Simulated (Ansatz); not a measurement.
Reaction (formal exchange of groups at a Ga–F bond): `C[O][Ga]([F])[Cl]` + CH₄ → `C[O][Ga]([CH3])[Cl]` + H–F

Program: Ansatz. Geometries: PBE0-D4/def2-TZVP. ΔE: electronic, gas phase. CCSD(T)/CBS is the MP2 limit (def2-TZVPP, def2-QZVPP) plus CCSD(T) − MP2 in def2-TZVPP, frozen cores. This one scheme is used for every species. DFT in def2-TZVPP. HSE06 is defined as in plane-wave codes. For Ga outer-core shells are correlated without core-valence functions, which leaves a few kJ/mol of doubt a bond. Scalar relativity is left out up to krypton. Each species was taken in one conformer, which may not be the lowest.

Task: Is it downhill or uphill in electronic energy at CCSD(T)/CBS, and by how much? (An estimate is asked.)

Result: The calculation gave: Uphill: ΔE = +17.4 kcal/mol.

Task: What do these levels give: r2SCAN-D4, PBE, r2SCANh, HSE06, MP2/def2-TZVPP, SCS-MP2/def2-QZVPP? (An estimate is asked.)

Result: Ansatz gave: r2SCAN-D4 21.0, PBE 19.3, r2SCANh 20.9, HSE06 19.0, MP2/def2-TZVPP 19.1, SCS-MP2/def2-QZVPP 20.1 kcal/mol.

Largest T1 diagnostic among the species: 0.014.

From r2SCAN to r2SCAN0 (25 % exact exchange), in def2-TZVPP and without D4, ΔE moves by −0.9 kcal/mol. At CCSD(T), def2-SVP lies +8.2 kcal/mol from the extrapolated value and def2-TZVPP +2.1 kcal/mol.
